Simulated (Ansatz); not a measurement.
Input for Ansatz (a quantum-chemistry and plane-wave program): R-CCSD(T)/aug-cc-pVTZ on HF (SMILES F) with ghost functions, monomers drawn apart or pushed together.

Ansatz 0.2 input:
```yaml
crystal:
  periodic: [false, false, false]
  atoms:
    - {symbol: F, position_ang: [0.01193039, 0.26962672, 2.77340592]}
    - {symbol: H, position_ang: [0.02217107, 0.23337482, 1.81194138]}
basis:
  gaussian:
    orbitals: aug-cc-pVTZ
    ghost_atoms:
      - {symbol: N, position_ang: [0.03820228, 0.17655272, 0.30490449]}
      - {symbol: H, position_ang: [-0.23874454, -0.74046460, -0.02745915]}
      - {symbol: H, position_ang: [-0.60024194, 0.85723204, -0.09151782]}
      - {symbol: H, position_ang: [0.96518207, 0.37179989, -0.05658345]}
magnetization: {spin_polarized: false}
correlation: {method: ccsd_t, electrons: outside_noble_gas}
scf: {lower_state_search: off}
```

It printed:

```
WARN ansatz: RAYON_NUM_THREADS=2 ignored (pool sized by the plan → 2); use --threads N
Functional definition: HF
these checks for a lower state are left out or cut short: stability, starts, cluster_reference, orbital_swaps, neighbouring_geometries, increment
integrals: 0.65 GiB planned
1048 factors; integrals over basis functions are off by at most 1.3e-3 eV
mean field: 0.36 GiB planned
mean field evaluation 1: about -2721.6771 eV, gradient 2.5e1 eV
mean field evaluation 2: about -2721.6770 eV, gradient 2.5e1 eV
mean field evaluation 4: about -2722.6871 eV, gradient 1.3e0 eV
mean field evaluation 8: about -2722.6931 eV, gradient 7.6e-5 eV
mean field -2722.69312892 eV, -100.0571269802 hartree, gradient 2.3e-6 eV, S^2 0.000000; 0 other end points of the search recorded, 0 dependent functions left out
1 core orbitals not correlated
reference -2722.69312892 eV, -100.0571269802 hartree; 4, 4 occupied and 179, 179 virtual orbitals, 1048 factors
second order -7.69197157 eV of doubles, -0.00000000 eV of singles
coupled cluster: 1.80 GiB planned
cycle   1  -7.55409562 eV  change    1.4e-1 eV  update   4.9e-2
cycle   2  -7.68630211 eV  change   -1.3e-1 eV  update   1.4e-2
cycle   3  -7.71994454 eV  change   -3.4e-2 eV  update   6.0e-3
cycle   4  -7.71466862 eV  change    5.3e-3 eV  update   1.0e-3
cycle   5  -7.71420350 eV  change    4.7e-4 eV  update   3.5e-4
cycle   6  -7.71436479 eV  change   -1.6e-4 eV  update   9.4e-5
cycle   7  -7.71435073 eV  change    1.4e-5 eV  update   3.0e-5
cycle   8  -7.71433711 eV  change    1.4e-5 eV  update   9.3e-6
cycle   9  -7.71433507 eV  change    2.0e-6 eV  update   2.4e-6
perturbative correction -0.21298023 eV, -0.0078268789 hartree
Total energy: -2730.62044421 eV, -100.3484504439 hartree
Checks for a lower state left out: stability, starts, cluster_reference, orbital_swaps, neighbouring_geometries, increment
```

The run converged.

Cost: about 18 core-seconds (a rough figure).
